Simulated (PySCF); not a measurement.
Computed shifts of a molecule C10H12N2, PBE/pcSseg-1 run with PySCF, GIAO, gas phase, equivalent atoms averaged, in ppm (number of nuclei): ¹³C: 129.9 (2), 125.6 (2), 115.1 (2), 113.7 (2), 38.5 (2). ¹⁵N: 185.0 (2). ¹H: 6.79 (2), 6.55 (2), 6.35 (2), 3.87 (6). References: ¹³C against TMS (σ = 182.0 ppm); ¹⁵N against NH3 (σ = 267.0 ppm); ¹H against TMS (σ = 31.49 ppm), references at their B3LYP-D3(BJ)/def2-TZVP geometries, non-relativistic. Geometry optimised at B3LYP-D3(BJ)/def2-SVP. One conformer was computed; it need not be the lowest.

Task: Pick the molecule that these values belong to.
A) Cn1cccc1-c1cccn1C
B) C#Cc1ccnc(C(C)(C)C)n1
C) C#Cc1cncc(C(C)(C)C)n1
D) CC(C)(C)c1ncccc1C#N

Result: A, Cn1cccc1-c1cccn1C
